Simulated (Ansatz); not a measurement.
Calculated with Ansatz (gas phase, PBE0-D4/def2-TZVP geometries, no zero-point term in ΔE). CBS: MP2 limit from def2 TZ/QZ plus the TZ coupled-cluster correction, frozen cores. DFT in def2-TZVPP. B3LYP here is the variant with VWN-RPA as its local correlation; programs differ in this. For Br, Ge outer-core shells are correlated without core-valence functions, which leaves a few kJ/mol of doubt a bond. Scalar relativity is left out up to krypton. Each species was taken in one conformer, which may not be the lowest.

`O[CH2][Al]([SH])[Br]` + `[SiH3][GeH3]` → `O[CH2][GeH2][SiH3]` + `[SH][AlH][Br]`  (formal exchange of groups at a C–Al bond)

| level | ΔE (kcal/mol) |
| --- | --- |
| PBE-D4 | 2.8 |
| PBE0-D4 | 2.7 |
| B3LYP-D4 | 2.8 |
| ωB97X-V | 2.1 |
| r2SCAN | 2.8 |
| CCSD/def2-TZVPP | 1.6 |
| CCSD(T)/def2-TZVPP | 1.6 |
| CCSD/CBS(def2) | 1.9 |

**Question.** What does CCSD(T)/CBS give? (An estimate is asked.)

**Answer.** The calculation gave: +1.8 kcal/mol. The listed levels differ from it by 1.0, 0.9, 1.0, 0.3, 1.0, -0.2, -0.2, 0.1 kcal/mol.

Largest T1 diagnostic among the species: 0.012.
